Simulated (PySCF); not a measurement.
Spectrum to structure. Computed with TDDFT wB97X-D/def2-SVPD, vertical, gas phase, core orbitals frozen in the response in PySCF 2.14.0, density-fitted response routines. Geometries: PBE0-D3(BJ)/def2-SVP, one conformer each.

| state | λ (nm) | f |
| --- | --- | --- |
| S1 | 152.5 | 0.0094 |
| S2 | 148.3 | 0.029 |
| S3 | 145.9 | 0.0053 |
| S4 | 145.4 | 0.0064 |
| S5 | 142.4 | 0.042 |
| S6 | 142.3 | 0.019 |
| S7 | 140.7 | 0.022 |
| S8 | 140.0 | 0.034 |
| S9 | 139.5 | 0.033 |
| S10 | 137.2 | 0.013 |

Question: Which structure fits? All have the formula C8H14.
A. `C1CC[C@H]2CC[C@H]2C1`
B. `C=CC1CCCCC1`
C. `C=C[C@H](C)C1CCC1`

Answer: A. Its S1, at 8.13 eV, is the highest among the candidates; the nearest of the others has S1 at 7.38 eV. S1 is HOMO→LUMO (76%), HOMO→LUMO+1 (17%). Löwdin shares by element: HOMO carbon 54% or more (atoms not listed hold the other 46%); LUMO carbon 21% or more, hydrogen 7% or more (atoms not listed hold the other 72%). At the same level the other candidates give, for their lowest levels:
- `C=CC1CCCCC1`: 168 nm (f 0.508); 165 nm (f 0.066); 159 nm (f 0.000); 157 nm (f 0.002); 147 nm (f 0.003); T1 4.52 eV; HOMO -9.15, LUMO 2.19 eV
- `C=C[C@H](C)C1CCC1`: 169 nm (f 0.427); 164 nm (f 0.065); 159 nm (f 0.005); 158 nm (f 0.005); 148 nm (f 0.003); T1 4.52 eV; HOMO -9.18, LUMO 2.13 eV
Triplets come from the Tamm–Dancoff approximation.
